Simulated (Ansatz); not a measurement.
Gas-phase electronic energies from Ansatz, PBE0-D4/def2-TZVP geometries. CCSD(T)/CBS is the MP2 limit (def2-TZVPP, def2-QZVPP) plus CCSD(T) − MP2 in def2-TZVPP, frozen cores. Functionals use def2-TZVPP. B3LYP here is the variant with VWN-RPA as its local correlation; programs differ in this. For Ge outer-core shells are correlated without core-valence functions, which leaves a few kJ/mol of doubt a bond. Scalar relativity is left out up to krypton. Each species was taken in one conformer, which may not be the lowest.

`F[Si](Cl)(Cl)[O][GeH3]` + `O=C=N[SiH2]O` → `O=C=N[Si](F)(Cl)Cl` + `O[SiH2][O][GeH3]`  (redistribution)

```
             level  ΔE (kJ/mol)  difference from CCSD(T)/CBS
          B3LYP-D4         17.1                          0.2
        r2SCANh-D4         16.5                         -0.4
           r2SCANh         16.5                         -0.4
      MP2/def2-SVP         14.9                         -2.0
  CCSD(T)/def2-SVP         14.9                         -2.0
     HF/def2-TZVPP         20.5                          3.6
CCSD(T)/def2-TZVPP         15.8                         -1.1
     HF/def2-QZVPP         20.8                          3.9
SCS-MP2/def2-QZVPP         16.7                         -0.2
    CCSD/CBS(def2)         17.9                          1.0
       CCSD(T)/CBS         16.9                            0
```

Largest T1 diagnostic among the species: 0.015.

Leaving LDA and LC-ωPBE aside and taking each functional with its dispersion term where it has one, the values, not all of them listed here, spread over 6.0 kJ/mol, from revPBE-D4 to BHLYP-D4. In def2-TZVPP, CCSD(T) changes the Hartree–Fock value by −4.7 kJ/mol (the triples alone add −1.0 kJ/mol) and MP2 by −5.0 kJ/mol.
